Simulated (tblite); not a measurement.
Compound: C5H11OP.
Atom-mapped SMILES: `[CH3:1][P:2]1[CH2:3][CH2:4][O:5][CH2:6][CH2:7]1` (hydrogens: H8, H9, H10 on C1; H11, H12 on C3; H13, H14 on C4; H15, H16 on C6; H17, H18 on C7)

Computed with GFN2-xTB (tblite), gas phase: L-BFGS steps from a force-field or distance-geometry start until the largest atomic force falls under 0.01 eV/Å.

Step 6: E = -622.9770 eV
```
atom  x, y, z in Å  |  force x, y, z in eV/Å
C1      2.4409   -0.3731   -0.0592   -0.026  -0.001  -0.024
P2      0.8053   -0.2441   -0.9217   -0.021   0.041   0.027
C3     -0.2121   -1.3295    0.2006   -0.001  -0.011   0.020
C4     -1.6840   -0.9290    0.1112   -0.023  -0.007   0.023
O5     -1.9324    0.3688    0.5942    0.021  -0.007  -0.005
C6     -1.3389    1.3738   -0.1925   -0.027  -0.008   0.048
C7      0.1887    1.3383   -0.1517   -0.016   0.033   0.037
H8      2.8600   -1.3585   -0.2576   -0.018   0.000   0.028
H9      2.3536   -0.2206    1.0176   -0.016  -0.006  -0.072
H10     3.1155    0.3703   -0.4820   -0.023   0.008   0.027
H11     0.1196   -1.2270    1.2362    0.060   0.013   0.035
H12    -0.0951   -2.3703   -0.1053   -0.019  -0.032  -0.011
H13    -2.2904   -1.5862    0.7395   -0.023  -0.030   0.021
H14    -2.0395   -1.0136   -0.9265    0.034  -0.011  -0.069
H15    -1.7054    2.3125    0.2314    0.001   0.042  -0.014
H16    -1.6976    1.2929   -1.2301    0.049  -0.008  -0.046
H17     0.5145    1.4121    0.8897    0.047  -0.034  -0.004
H18     0.5886    2.1894   -0.7055    0.000   0.016  -0.023
```

Step 7: E = -622.9779 eV
```
atom  x, y, z in Å  |  force x, y, z in eV/Å
C1      2.4396   -0.3731   -0.0603   -0.005  -0.001  -0.011
P2      0.8051   -0.2427   -0.9203   -0.046   0.011  -0.023
C3     -0.2110   -1.3295    0.2013   -0.043  -0.012   0.028
C4     -1.6844   -0.9292    0.1114   -0.008  -0.004   0.015
O5     -1.9328    0.3689    0.5952    0.031  -0.021  -0.049
C6     -1.3393    1.3738   -0.1921   -0.018  -0.018   0.040
C7      0.1887    1.3388   -0.1510   -0.023   0.039   0.038
H8      2.8590   -1.3582   -0.2571   -0.016  -0.010   0.017
H9      2.3525   -0.2206    1.0155   -0.020  -0.002  -0.035
H10     3.1143    0.3703   -0.4813   -0.010   0.019   0.012
H11     0.1215   -1.2264    1.2371    0.050   0.002   0.019
H12    -0.0964   -2.3709   -0.1058   -0.008  -0.011  -0.001
H13    -2.2915   -1.5857    0.7410   -0.008  -0.023  -0.008
H14    -2.0374   -1.0137   -0.9292    0.039  -0.005  -0.005
H15    -1.7059    2.3119    0.2323   -0.001   0.047  -0.023
H16    -1.6947    1.2921   -1.2319    0.042  -0.005  -0.007
H17     0.5160    1.4108    0.8897    0.044  -0.019   0.006
H18     0.5878    2.1897   -0.7062    0.001   0.014  -0.013
```

**Question.** Estimate the geometry and energy of step 8. (The exact step hangs on the optimiser's Hessian estimate; all steps are aligned on step 7, rigid shifts and turns removed.)

**Answer.** E = -622.9786 eV, largest force 0.072 eV/Å
```
atom  x, y, z in Å  |  force x, y, z in eV/Å
C1      2.4385   -0.3731   -0.0614    0.000   0.000  -0.008
P2      0.8041   -0.2414   -0.9196   -0.057  -0.011  -0.042
C3     -0.2108   -1.3299    0.2024   -0.047  -0.010   0.027
C4     -1.6849   -0.9296    0.1116    0.007  -0.009   0.004
O5     -1.9326    0.3686    0.5954    0.016  -0.021  -0.051
C6     -1.3398    1.3737   -0.1914    0.000  -0.006   0.017
C7      0.1884    1.3398   -0.1500   -0.014   0.029   0.026
H8      2.8580   -1.3583   -0.2563   -0.014  -0.016   0.004
H9      2.3514   -0.2207    1.0135   -0.024   0.003   0.000
H10     3.1133    0.3707   -0.4806   -0.001   0.022  -0.001
H11     0.1238   -1.2260    1.2381    0.034  -0.007   0.000
H12    -0.0974   -2.3715   -0.1062   -0.001   0.006   0.010
H13    -2.2925   -1.5858    0.7419   -0.001  -0.014  -0.028
H14    -2.0352   -1.0140   -0.9312    0.039  -0.005   0.036
H15    -1.7063    2.3125    0.2323   -0.007   0.035  -0.029
H16    -1.6919    1.2915   -1.2332    0.035  -0.002   0.022
H17     0.5180    1.4096    0.8899    0.038  -0.004   0.014
H18     0.5872    2.1901   -0.7069   -0.003   0.010   0.000
```

The energy changes by -0.0007 eV. The first-order estimate −F·Δx gives -0.0009 eV and the mean of the old and new forces, exact on a quadratic surface, -0.0007 eV. The step makes an angle of 46° with the force vector and moves no atom by more than 0.003 Å.

What follows is the cost of the whole relaxation. On an Arm Neoverse V2 with one thread, no GPU (shared host), this took 0.13 s wall.
